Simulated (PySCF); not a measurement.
Gas-phase XPS of `[SiH3][CH2][GeH3]`, computed

CH8GeSi.
Numbering: `[SiH3:1][CH2:2][GeH3:3]`

Cartesian coordinates in Å at the PBE0-D3(BJ)/def2-SVP level; atoms count from 1:
```xyz
11
CH8GeSi angstrom
Si     1.4997    0.6410   -0.0038
C      0.2443   -0.7518   -0.1337
Ge    -1.6221   -0.1941    0.0817
H      2.8938    0.1252   -0.1761
H      1.2448    1.6717   -1.0575
H      1.4055    1.3045    1.3336
H      0.4667   -1.5145    0.6307
H      0.3473   -1.2407   -1.1166
H     -1.9889    0.8402   -0.9994
H     -1.8204    0.4464    1.4689
H     -2.5618   -1.4082   -0.0490
```

Theory: PySCF 2.14.0, delta-SCF UKS SCAN, pcX-2 on the ionised atom, pcseg-1 elsewhere, spin-free X2C. Each binding energy is the total energy of the core-ionised species, with the hole localised on one atom, minus that of the ground state; both are solved self-consistently, so orbital relaxation is included.

Task: Give the core binding energies atom by atom.

Result: 
```json
{"atom(s)": "Si1", "environment": "SiH3 silicon", "level": "Si 1s", "binding energy (eV)": "1846.42", "2p1/2 (eV)": "–", "count": "1"}
{"atom(s)": "C2", "environment": "sp3 carbon bound to silicon", "level": "C 1s", "binding energy (eV)": "290.08", "2p1/2 (eV)": "–", "count": "1"}
{"atom(s)": "Si1", "environment": "SiH3 silicon", "level": "Si 2p3/2", "binding energy (eV)": "106.64", "2p1/2 (eV)": "107.26", "count": "1"}
```

Task: Give the binding energy of Si 1s of Si1 in hartree and in kJ/mol.

Result: 1846.42 eV = 67.8547 Eh = 178152 kJ/mol.

Task: Which effective nuclear charge Zeff reproduces each element's mean 1s value in the hydrogen-like formula E = 13.606 eV × Zeff²?

Result: C (Z = 6): mean 290.1 eV, Zeff = 4.62, Z − Zeff = 1.38; Si (Z = 14): mean 1846.4 eV, Zeff = 11.65, Z − Zeff = 2.35. Means run over the listed sites, weighted by atom count.

2p3/2 and 2p1/2 are the ΔSCF energy of one spin-free 2p hole plus the eigenvalues of a spin–orbit and ligand-field matrix of the shell. 2p1/2 minus 2p3/2 (ligand field included): Si 0.62 eV. No level of germanium is listed. Geometry: PBE0-D3(BJ)/def2-SVP; no solvent, vibrations or thermal averaging.
